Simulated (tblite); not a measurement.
Species: C5H11FSeSi2.
Numbering: `[CH2:1]=[C:2]([CH3:3])/[C:4](=[CH:5]\[F:6])[SiH2:7][Se:8][SiH3:9]` (hydrogens: H10, H11 on C1; H12, H13, H14 on C3; H15 on C5; H16, H17 on Si7; H18, H19, H20 on Si9)

Cartesian coordinates in Å at the GFN2-xTB level; atoms count from 1:
```xyz
20
C5H11FSeSi2 angstrom
C     -2.1819   -1.3326   -0.7790
C     -1.8138   -0.2274   -0.1351
C     -2.8080    0.5387    0.6864
C     -0.4403    0.2756   -0.2215
C      0.0752    1.2177    0.5681
F     -0.5547    1.8197    1.5885
Si     0.6979   -0.4401   -1.5555
Se     2.6961    0.6735   -1.6723
Si     3.8255   -0.0501    0.1834
H     -3.1916   -1.7009   -0.7171
H     -1.5014   -1.9147   -1.3736
H     -2.5645    0.4703    1.7455
H     -3.8082    0.1410    0.5355
H     -2.8044    1.5920    0.4121
H      1.0849    1.5966    0.4761
H      1.0424   -1.8332   -1.2580
H      0.1370   -0.2718   -2.8912
H      3.7221    0.9918    1.2003
H      5.2004   -0.2544   -0.2469
H      3.1824   -1.2810    0.6317
```

Computed values, GFN2-xTB/tblite, gas phase, harmonic and unscaled. The method is semi-empirical: single wavenumbers can be off by several per cent or more. Modes of hydrogen on silicon can be 10 to 20 % off. One conformer, not necessarily the lowest. The optimisation stopped once no atom felt more than 0.01 eV/Å.

Lowest wavenumbers of the output (negative numbers stand for imaginary wavenumbers):
```
mode    cm-1
  1     -32.5
  2     -13.5
  3      43.3
  4      48.9
  5      92.2
  6     110.6
  7     174.0
  8     190.6
  9     216.3
 10     246.1
```

Question: Is this structure a minimum?

Answer: Not by this Hessian. 1 mode is imaginary beyond 20i (32i cm⁻¹), and 1 more slightly so (13.5i). The curvature is small, so loose convergence or finite differences may be the whole cause.

Question: Which atoms move in the imaginary modes?

Answer: 32i: H20 (Si–H hydrogen) 29 %, H18 (Si–H hydrogen) 21 %, H19 (Si–H hydrogen) 16 %, Si9 (SiH3 silicon) 14 %; 14i: C3 (allylic carbon) 40 %. These are shares of the mass-weighted motion.

Question: What is the remedy?

Answer: Step along such a mode in both directions, optimise again with tighter thresholds and repeat the frequencies. The zero-point energy of this point (85.1 kcal/mol) counts the 52 real modes alone, and thermal corrections from it aren't those of a minimum.

Time: 3.1 s wall. Hardware: Intel Xeon at 2.70 GHz, one thread, no GPU, on a shared host. This covers the Hessian and the dipole derivatives.
